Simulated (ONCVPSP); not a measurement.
zirconium (Zr): one change to an ONCV potential, before and after

```
Element                 : Zr
Generator               : ONCVPSP 4.0.1
Type                    : optimised norm-conserving Vanderbilt (ONCV)
Functional              : PBEsol
Relativity              : scalar-relativistic
Frozen core             : [Ar] 3d10
Valence charge          : 12
Reference configuration : 4s2 4p6 4d2 5s2
Partial waves           : 4s+5s: rc 2.20 bohr, ncon 5, nbas 8, qcut 5.9 1/bohr, 2 projectors; 4p: rc 1.30 bohr, ncon 4, nbas 7, qcut 7.6 1/bohr, 1 projector; 4d: rc 2.60 bohr, ncon 3, nbas 8, qcut 4.8 1/bohr, 1 projector
Local potential         : polynomial inside 1.15 bohr (lpopt 3, dvloc0 1 Ha)
Core correction         : Teter function, fcfact 1.75, rcfact 1.1
```

All-electron outer shells of the reference configuration (PBEsol, scalar-relativistic, ld1.x):

```
shell  level (eV)  outermost node (bohr)  outermost maximum (bohr)
   3d     -174.70                      –                      0.35
   4s      -54.46                   0.55                      1.08
   4p      -32.43                   0.56                      1.17
   5s       -4.46                   1.47                      3.15
   4d       -3.61                   0.58                      1.61
```

Change: s: qcut 3.6.

Cutoffs: the cutoffs (Ha) at which the residual kinetic energy of the hardest occupied pseudo-wave falls to 1 and 0.1 mHa per electron; they do not see the model core or the augmentation charge, which bear on the density cutoff. Errors are all-electron minus pseudo energies relative to the spin-unpolarised reference configuration.

Problem. How do hardness, ghosts and transferability respond?

Solution. The potential gets neither clearly harder nor softer (25 Ha and 43 Ha → 25 Ha and 43 Ha); of the 4 tests that both files solve, the error grows in 2 and shrinks in 0 by more than 15 % and 0.3 meV (median size 11.3 → 12.1 meV); neither file shows a bound ghost.

```csv
quantity,base,changed
"cutoff, loose",25 Ha,25 Ha
"cutoff, tight",43 Ha,43 Ha
loose cutoff by channel,"s 13 Ha, p 25 Ha, d 9.1 Ha","s 14 Ha, p 25 Ha, d 9.1 Ha"
bound ghosts,none,none
GHOST(+) flags under 300 eV,d at 297.8 eV,d at 297.8 eV
"error for 4s2 4p6 4d2 5s1, meV [ΔE 7.17 eV]",-1.4,-1.9
"error for 4s2 4p6 4d2 5s0, meV [ΔE 20.08 eV]",-8.4,-12
"error for 4s2 4p6 4d1 5s0, meV [ΔE 42.67 eV]",+14,+12
"error for 4s2 4p6 4d2 5s0 5p2, meV [ΔE 6.27 eV]",+34,+32
s: phases at 2.24 bohr within 0.05 rad from the reference energy up to (Ha; the scan ends near 5),4.0,3.2
p: phases at 1.32 bohr within 0.05 rad from the reference energy up to (Ha; the scan ends near 5),3.1,3.1
d: phases at 2.63 bohr within 0.05 rad from the reference energy up to (Ha; the scan ends near 5),0.8,0.8
"rms error of d²Exc/dni dnj with the model core, mHa",1.44,1.77
```
